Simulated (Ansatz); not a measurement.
Consider the ligand exchange at a B–O bond: `OB(F)Br` + CH₃OH → `COB(F)Br` + H₂O.

Gas-phase electronic energies from Ansatz, PBE0-D4/def2-TZVP geometries. CCSD(T)/CBS adds triple-zeta CCSD(T) − MP2 to the extrapolated MP2 energy (def2 sets, frozen cores). This one scheme is used for every species. DFT in def2-TZVPP. HSE06 is defined as in plane-wave codes. For Br outer-core shells are correlated without core-valence functions, which leaves a few kJ/mol of doubt a bond. Scalar relativity is left out up to krypton. One conformer a species, not always the lowest.

`OB(F)Br`:

```xyz
5

O    -0.721   -0.808    0.163
B    -0.102    0.330   -0.181
F    -0.782    1.264   -0.807
Br    1.760    0.652    0.210
H    -0.155   -1.438    0.616
```

CH₃OH:

```xyz
6

C    -0.029    0.203   -0.291
O    -0.313   -0.237    1.017
H    -0.677    1.058   -0.488
H    -0.239   -0.565   -1.046
H     1.012    0.532   -0.405
H     0.246   -0.992    1.213
```

`COB(F)Br`:

```xyz
8

C    -0.844   -0.714    0.216
O     0.319   -0.058    0.681
B     1.080    0.795    0.000
F     2.130    1.319    0.600
Br    0.750    1.325   -1.828
H    -0.731   -1.781    0.409
H    -1.703   -0.339    0.774
H    -1.000   -0.547   -0.851
```

H₂O:

Z-matrix (Å, degrees):
```
O
H 1 0.960
H 1 0.960 2 105.1
```

**Question.** Is it downhill or uphill in electronic energy at CCSD(T)/CBS, and by how much? (An estimate is asked.)

**Answer.** The calculation gave: Downhill: ΔE = -8.5 kJ/mol.

**Question.** What do these levels give: PBE-D4, r2SCAN-D4, HSE06-D4, BHLYP-D4, B2PLYP, PBE, revPBE, r2SCAN, HSE06, LC-ωPBE, MP2/def2-QZVPP, HF/CBS(def2)? (Best estimate.)

**Answer.** The calculation gave: PBE-D4 -3.8, r2SCAN-D4 -3.0, HSE06-D4 -3.4, BHLYP-D4 -5.2, B2PLYP -3.1, PBE -0.5, revPBE 2.5, r2SCAN -2.0, HSE06 -0.5, LC-ωPBE -1.4, MP2/def2-QZVPP -9.2, HF/CBS(def2) 1.8 kJ/mol.

Largest T1 diagnostic among the species: 0.011.

At CCSD(T), def2-SVP lies +8.9 kJ/mol from the extrapolated value and def2-TZVPP +2.7 kJ/mol. The D4 term adds −5.2 kJ/mol with B3LYP and −2.9 kJ/mol with PBE0; it sums over pairs of atoms, weighted by their polarisabilities, and B3LYP, whose exchange is more repulsive, gets the larger term. In def2-TZVPP, CCSD(T) changes the Hartree–Fock value by −8.2 kJ/mol (the triples alone add −1.3 kJ/mol) and MP2 by −9.9 kJ/mol.

B3LYP here is the variant with VWN-RPA as its local correlation; programs differ in this.
